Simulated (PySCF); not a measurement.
# Dipole response of Ni(2+) (nickel, charge +2)

[Ar] 3d8, high-spin 3F determinant. Computed with PySCF 2.14 in aug-cc-pVDZ-DK, with scalar relativity by spin-free X2C-1e. Coupled (time-dependent) response in atomic units; α is the mean over directions. A double-zeta set is small for polarisabilities.

```
method  mean α (bohr³)  C₆ (like pair)  S(−4)
   UHF           2.667           7.365  2.957
   PBE           3.395           9.398  6.612
  PBE0           3.136           8.682  5.064
  MN15           3.225           8.832  5.502
```

S(−4) is the Cauchy moment in α(ω) = α(0) + S(−4) ω² + …

α(iu) at MN15:

```
u (hartree)  α(iu) (bohr³)
          0          3.225
     0.0500          3.211
      0.100          3.171
      0.200          3.029
      0.300          2.835
      0.500          2.427
      0.750          2.006
       1.00          1.690
       1.50          1.251
       2.00         0.9622
       3.00         0.6215
       5.00         0.3239
```

For an ion, C₆ is the dispersion term alone; charge-induced terms of lower order in 1/R come first.
